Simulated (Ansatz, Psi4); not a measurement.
Internal rotation in C4H8O3, SMILES CCOC(=O)OC. Scanned: dihedral C4–O3–C2–C1; all other coordinates were relaxed at B3LYP-D3(BJ)/def2-SVP. Points at φ and −φ are mirror images. Heavy atoms are numbered in the order of the SMILES CCOC(=O)OC, hydrogens after them in the order of the atoms that carry them; the mirror image has the same energies with the sign of each dihedral reversed.

Computed with: PBE/def2-TZVP // B3LYP-D3(BJ)/def2-SVP (Psi4); PBE-D3(BJ)/def2-TZVP // B3LYP-D3(BJ)/def2-SVP (Psi4); B3LYP-D3(BJ)/def2-TZVP // B3LYP-D3(BJ)/def2-SVP (Psi4); CCSD(T)/cc-pVDZ = Ansatz (a quantum-chemistry and plane-wave program) with CCSD(T) on RHF/cc-pVDZ, frozen core // B3LYP-D3(BJ)/def2-SVP.

Energies relative to the lowest point of each profile, in kcal/mol; the last columns give the difference from CCSD(T):

```
φ / °  PBE/def2-TZVP  PBE-D3(BJ)/def2-TZVP  B3LYP-D3(BJ)/def2-TZVP  CCSD(T)/cc-pVDZ  PBE/def2-TZVP − CCSD(T)/cc-pVDZ  PBE-D3(BJ)/def2-TZVP − CCSD(T)/cc-pVDZ  B3LYP-D3(BJ)/def2-TZVP − CCSD(T)/cc-pVDZ
-----  -------------  --------------------  ----------------------  ---------------  -------------------------------  --------------------------------------  ----------------------------------------
-160             0.2                   0.3                     0.3              0.5                             -0.4                                    -0.3                                      -0.3
-140             0.5                   0.6                     0.7              1.1                             -0.6                                    -0.5                                      -0.4
-120             0.5                   0.6                     0.7              1.2                             -0.6                                    -0.6                                      -0.5
-100             0.3                   0.2                     0.3              0.6                             -0.3                                    -0.4                                      -0.3
-80              0.2                   0.0                     0.0              0.0                              0.2                                     0.0                                       0.0
-60              1.4                   1.1                     1.1              1.2                              0.1                                    -0.1                                      -0.1
-40              3.7                   3.5                     3.5              3.9                             -0.2                                    -0.4                                      -0.5
-20              5.8                   5.6                     5.6              6.3                             -0.5                                    -0.7                                      -0.7
0                6.7                   6.5                     6.5              7.2                             -0.5                                    -0.7                                      -0.7
20               5.8                   5.6                     5.6              6.3                             -0.5                                    -0.7                                      -0.7
40               3.7                   3.5                     3.5              3.9                             -0.2                                    -0.4                                      -0.5
60               1.4                   1.1                     1.1              1.2                              0.1                                    -0.1                                      -0.1
80               0.2                   0.0                     0.0              0.0                              0.2                                     0.0                                       0.0
100              0.3                   0.2                     0.3              0.6                             -0.3                                    -0.4                                      -0.3
120              0.5                   0.6                     0.7              1.2                             -0.6                                    -0.6                                      -0.5
140              0.5                   0.6                     0.7              1.1                             -0.6                                    -0.5                                      -0.4
160              0.2                   0.3                     0.3              0.5                             -0.4                                    -0.3                                      -0.3
180              0.0                   0.1                     0.1              0.2                             -0.2                                    -0.1                                      -0.1
```

PBE/def2-TZVP is furthest from CCSD(T)/cc-pVDZ at -120 (-0.6 kcal/mol, below); its mean absolute difference over the points is 0.4 kcal/mol.

PBE-D3(BJ)/def2-TZVP is furthest from CCSD(T)/cc-pVDZ at 0 (-0.7 kcal/mol, below); its mean absolute difference over the points is 0.4 kcal/mol.

B3LYP-D3(BJ)/def2-TZVP is furthest from CCSD(T)/cc-pVDZ at 0 (-0.7 kcal/mol, below); its mean absolute difference over the points is 0.3 kcal/mol.
